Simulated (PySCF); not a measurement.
One of the candidates below gave these computed data.

All candidates are C2H6O2Si.

| technique | computed result |
| --- | --- |
| XPS | Si2p3/2 107.1, C1s 292.5, C1s 294.0, O1s 537.7, O1s 539.5, Si1s 1846.8 eV [ΔSCF SCAN, pcX-2 on the ionised atom, pcseg-1 elsewhere, spin-free X2C, 2p3/2 from a spin–orbit splitting computed afterwards within the 2p shell] |
| 13C NMR | chemical shifts (computed TMS as zero) by class: 187.0 (1 C), 52.9 (1 C) ppm [GIAO PBE0/pcSseg-1] |
| 1H NMR | chemical shifts (computed TMS as zero) by class: 4.07 (3 H), 3.91 (3 H) ppm [GIAO PBE0/pcSseg-1] |
| UV, first state | lowest singlet excitation: 5.08 eV (244 nm, f = 0.003) [TDDFT PBE0/def2-SVPD] |
| Polarisability | 60.4 au [PBE0/def2-SVPD] |
| UV, strongest line | among the 8 lowest singlet transitions: S4 at 7.54 eV (165 nm, f = 0.174) [TDDFT PBE0/def2-SVPD] |
| Rotational structure | rotational constants A, B, C: 8.722, 2.452, 1.981 GHz [GFN2-xTB] |
| Triplet | lowest triplet excitation (Tamm–Dancoff): 4.39 eV [TDA PBE0/def2-SVPD] |
| Dipole | 1.87 D [PBE0/def2-SVPD] |

Gas-phase values; electronic properties from PySCF, density fitting. Levels stand in brackets. Isolated species at its GFN2-xTB geometry (one conformer only). NMR values are class means; diastereotopic atoms form classes of their own.

Question: Which candidate is it?
A. `COC(=O)[SiH3]`
B. `C1CO[SiH2]O1`
C. `CC(=O)O[SiH3]`

Answer: A. It is `COC(=O)[SiH3]`. Numbering: `[CH3:1][O:2][C:3](=[O:4])[SiH3:5]`. Its formula, C2H6O2Si, gives 1 degree of unsaturation: 0 rings and 1 π bond in the structure found. 2 carbons fall into 2 classes; from least to most shielded: carbonyl carbon [C3] (187.0 ppm), methoxy carbon [C1] (52.9 ppm). Hydrogen classes from least to most shielded: 3 H on an SiH3 silicon, Si5 (4.07 ppm), 3 H on a methoxy carbon, C1 (3.91 ppm). The core levels belong to: Si2p3/2 107.1 eV, SiH3 silicon [Si5]; C1s 292.5 eV, methoxy carbon [C1]; C1s 294.0 eV, carbonyl carbon [C3]; O1s 537.7 eV, carbonyl oxygen [O4]; O1s 539.5 eV, oxygen singly bound to a carbonyl carbon [O2]; Si1s 1846.8 eV, SiH3 silicon [Si5]. S1 is mainly HOMO→LUMO (weight 0.97); the largest Löwdin shares of the orbital it empties are 0.57 on the carbonyl oxygen, 0.14 on the carbonyl carbon, 0.12 on the SiH3 silicon and 0.09 on the oxygen singly bound to a carbonyl carbon, of the orbital it fills 0.33 on the carbonyl carbon, 0.24 on the carbonyl oxygen, 0.16 on the SiH3 silicon and 0.15 on the oxygen singly bound to a carbonyl carbon. By its constants the optimised geometry is an asymmetric top.

The others, at the same levels:
- `C1CO[SiH2]O1` fails: it has 1 carbon class against 2; its computed 13C shifts are 66.0 (2 C) ppm, 1H shifts are 5.00 (2 H), 4.25 (4 H) ppm and rotational constant A is 6.840 GHz (against 8.722 GHz).
- `CC(=O)O[SiH3]` fails: its computed 13C shifts are 176.8 (1 C), 24.1 (1 C) ppm, 1H shifts are 4.79 (3 H), 2.16 (3 H) ppm and lowest singlet excitation is 5.86 eV (212 nm, f = 0.001) (against 5.08 eV).

Each candidate is one conformer, not necessarily the lowest. The conformers computed, where there is a choice (atom-mapped SMILES and torsion angles):
- `[CH3:1][O:2][C:3](=[O:4])[SiH3:5]`: C1–O2–C3–O4 0°
- `[CH3:1][C:2](=[O:3])[O:4][SiH3:5]`: C1–C2–O4–Si5 180°
